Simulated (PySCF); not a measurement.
CH3O (SMILES C[O]), doublet, geometry from GFN2-xTB. Base run: SVWN5/3-21G run with PySCF.

PySCF was given this input:
```python
from pyscf import gto, scf, dft

mol = gto.Mole()
mol.atom = '''
    C     0.00737565   -0.54258092   -0.03551608
    O    -0.02399647    0.76721111    0.02617374
    H     1.05649778   -0.91275134    0.04462160
    H    -0.43522191   -0.98812215    0.88627883
    H    -0.47355799   -0.98132992   -0.92719387
'''
mol.basis = '3-21g'
mol.spin = 1
mol.verbose = 5
mol.build()

mf = dft.UKS(mol)
mf.xc = 'lda,vwn'
mf.kernel()
mf.analyze()
```

Each row names what was changed in the base input (with any setting that the change needs).

| change | E (Eh) | HOMO (eV) | dipole (D) | <S^2> | core-seconds (rough) |
|---|---|---|---|---|---|
| base | -113.47835 | -4.80 | 2.13 | 0.752 | 1 |
| functional = b3lyp5 | -114.34651 | -6.40 | 2.00 | 0.753 | 3 |
| functional = pbe0 | -114.27778 | -6.84 | 2.06 | 0.753 | 2 |
| functional = m06 | -114.36224 | -6.63 | 2.04 | 0.754 | 5 |
| functional = blyp; dispersion = d3bjm | -114.37252 | -4.79 | 1.94 | 0.752 | 2 |
| functional = tpss | -114.42359 | -5.23 | 1.98 | 0.753 | 5 |
| functional = b3lyp | -114.40913 | -6.49 | 2.00 | 0.753 | 2 |
| functional = blyp; dispersion = d3bj | -114.37075 | -4.79 | 1.94 | 0.752 | 3 |
| functional = b3lyp; dispersion = d4 | -114.41102 | -6.49 | 2.00 | 0.753 | 2 |
| functional = m06l | -114.40061 | -5.31 | 2.02 | 0.753 | 4 |
| functional = camb3lyp | -114.35423 | -8.24 | 2.04 | 0.753 | 3 |
| functional = x3lyp | -114.35951 | -6.56 | 2.00 | 0.753 | 2 |
| functional = wb97x_v | -114.36174 | -9.34 | 2.07 | 0.753 | 70 |

Absolute energies of different levels of theory aren't comparable as measures of quality.

Open shells are given as the SCF converged; they aren't shown to be the lowest states, and a large step between rows can be another state.
